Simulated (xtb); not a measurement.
Mg(Et)(OH) (C₂H₆MgO), SMILES C[CH2][Mg][OH]. All values are semi-empirical tight-binding results from xtb (GFN2-xTB unless named), good for trends rather than for accurate numbers. Geometry optimised at GFN2-xTB. The values are those of a single conformer.

Optimised geometry:

```xyz
10

Mg     0.8380    -0.1395     0.6751
C     -0.0396    -0.9918    -1.0166
C     -1.3084    -0.2564    -1.3820
H     -0.2500    -2.0373    -0.7996
H      0.6808    -0.9403    -1.8310
H     -1.1042     0.7959    -1.5790
H     -2.0401    -0.3174    -0.5764
H     -1.7539    -0.6919    -2.2817
O      0.3129     1.2842     1.4388
H     -0.0041     2.0799     1.8487
```
Charge 0, spin multiplicity 1.

For metal compounds this method's bond lengths and energies can be far off.

```yaml
orbital_gap: 2.86 eV
zero_point_energy: 46.9 kcal/mol
G − E(el) at 298.15 K (modified RRHO): 27.9 kcal/mol
```

Computed atomic charges and the Wiberg bond orders between heavy atoms:
charges (e) Mg1 0.36, C2 -0.13, C3 -0.11, H4 0.03, H5 0.04, H6 0.06, H7 0.05, H8 0.04, O9 -0.62, H10 0.27. Bond orders Mg1–C2 0.92, C2–C3 1.04, Mg1–O9 1.05.
